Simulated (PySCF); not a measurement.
Species: C2BFO4.
InChI=1S/C2BFO4/c4-3-7-1(5)2(6)8-3

All values: PBE0/pcSseg-1 (PySCF, non-relativistic), on one gas-phase PBE0-D3(BJ)/def2-SVP geometry that isn't relaxed in the solvent. The solvent is an IEF-PCM continuum (Bondi radii, 1.10 Å for H, scaled by 1.2). The model holds no explicit solvent molecules, cavitation or dispersion.

```json
{"run": "gas", "E − E(gas) (kJ/mol)": "0.00", "HOMO (eV)": "-9.25", "HOMO–LUMO gap (eV)": "6.11", "dipole (D)": "1.91"}
{"run": "P", "E − E(gas) (kJ/mol)": "-22.79", "HOMO (eV)": "-9.17", "HOMO–LUMO gap (eV)": "6.23", "dipole (D)": "2.36"}
{"run": "Q", "E − E(gas) (kJ/mol)": "-27.41", "HOMO (eV)": "-9.16", "HOMO–LUMO gap (eV)": "6.25", "dipole (D)": "2.44"}
```

The runs were made in dichloromethane and water. Which run belongs to which solvent?

P = dichloromethane, Q = water. The dielectric constants are 8.93 (dichloromethane), 78.36 (water), and the energy falls further as ε rises. In this model the ground state sees the solvent through ε alone.

How constant is the ratio of the lowering to (ε − 1)/(2ε + 1)?

| solvent | (ε − 1)/(2ε + 1) | E − E(gas) (kJ/mol) | ratio (kJ/mol) | polarisation term (kJ/mol) |
| --- | --- | --- | --- | --- |
| dichloromethane | 0.420 | -22.79 | -54.2 | -25.01 |
| water | 0.490 | -27.41 | -55.9 | -30.59 |

The ratio changes by +3.1 % in size from dichloromethane to water. The polarisation term is half the interaction of the solute with the induced surface charges.
